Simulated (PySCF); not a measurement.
## How methods differ on the excitation energy of Rh⁺

Rh⁺ [Kr] 4d8 (3F) → Rh⁺ [Kr] 4d7 5p1 (high-spin determinant), as a difference of total energies. Computed with PySCF 2.14 in aug-cc-pwCVTZ-DK (11s10p8d4f3g, 136 functions), with the spin-free X2C one-electron Hamiltonian (Gaussian nucleus). Correlated levels: valence: [Kr] frozen; valence and next inner shell: [Ar] 3d10 frozen. The calculations carry no spin-orbit coupling.

```
                                method  excitation energy (eV)
                                   UHF                   6.043
                                   LDA                   7.358
                                   PBE                   7.150
                                  PBE0                   7.094
                                r2SCAN                   7.035
                                  MN15                   7.407
                                  BP86                   7.193
                                  BLYP                   7.202
                         MP2 (valence)                   7.269
                     SCS-MP2 (valence)                   7.493
    MP2 (valence and next inner shell)                   7.301
SCS-MP2 (valence and next inner shell)                   7.370
```

Problem. How much does correlation contribute at MP2 (valence and next inner shell)?

Solution. 7.301 − (6.043) = 1.258 eV, measured against UHF.

A first-order spin-orbit estimate (lowest level to lowest level, LS coupling) adds 0.051 eV.

The determinant of the upper state mixes LS terms, which raises its energy above the lowest term, most at the Hartree-Fock and MP2 levels.
